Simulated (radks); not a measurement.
Spherical quantum dot in the effective-mass picture: electrons in a hard-walled sphere of radius 4.03, all in effective atomic units (hartree* = m*/eps^2 hartree, bohr* = eps/m* bohr), one dielectric constant everywhere. Method: non-relativistic Kohn-Sham, PBEsol, spin-polarised, spherical densities; computed with a radial shooting solver with Libxc functionals. Levels are named by radial order and angular momentum (1s, 1p, 1d, 2s, ...), and open shells are averaged over m. Results are scaled to m* = 0.051 and eps = 11.5, for which hartree* = 10.49 meV and bohr* = 11.93 nm.

N = 7, configuration 1s2 1p(up 3, down 2). This is the lowest configuration that the search found. Occupied and some empty levels:

level,occupation,eigenvalue (meV),<r> (nm)
1s up,1,26.320,28.80
1s down,1,26.554,28.73
1p up,3,28.572,31.20
1p down,2,28.820,31.18
1d up,0,32.030,32.91
1d down,0,32.283,32.90
1f up,0,36.517,34.21
2s up,0,36.580,22.46
2s down,0,36.725,22.42
1f down,0,36.771,34.21

Energy (meV): total 111.810, kinetic 42.760, external 0, Hartree 91.012, exchange-correlation -21.962.
